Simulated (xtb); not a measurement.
cyclobutane (C₄H₈), singlet, geometry from GFN2-xTB, atoms displaced at random by about 0.02 Å a coordinate. Base run: xtb with GFN2-xTB.

The xtb input:
```
$ xtb mol.xyz --gfn 2 --opt --json

# file mol.xyz
12

C      0.01163773     1.05375393     0.02864239
C      0.00601979    -1.09002371     0.08035099
C     -1.10081243    -0.01792664    -0.05871203
C      1.10634419    -0.00613916    -0.06117663
H     -0.04449088     1.80710374    -0.72296931
H     -0.01782988     1.57771890     1.02172903
H      0.02158155    -1.86360032    -0.71852440
H     -0.00273844    -1.55176552     1.02939340
H     -1.88017645    -0.00425957     0.71991472
H     -1.61507435    -0.02350833    -1.01423328
H      1.87402777    -0.01998985     0.69245599
H      1.54840621     0.01264942    -1.08899968
```

The base run was repeated with changes; each row names its change, and settings that it needs were set with it.

```tsv
change	ΔE vs base (kJ/mol)	optimiser steps
base	0.00	5
opt level = sloppy	0.01	4
engine = inertial	0.01	-
alpb = dmso	…	5
opt level = loose	0.01	4
engine = lbfgs	0.00	-
opt level = crude	0.05	3
opt level = vtight	0.00	7
opt level = lax	0.01	4
alpb = water	-0.06	5
```

Complete the blanks.


- alpb = dmso, ΔE vs base (kJ/mol): -11.01
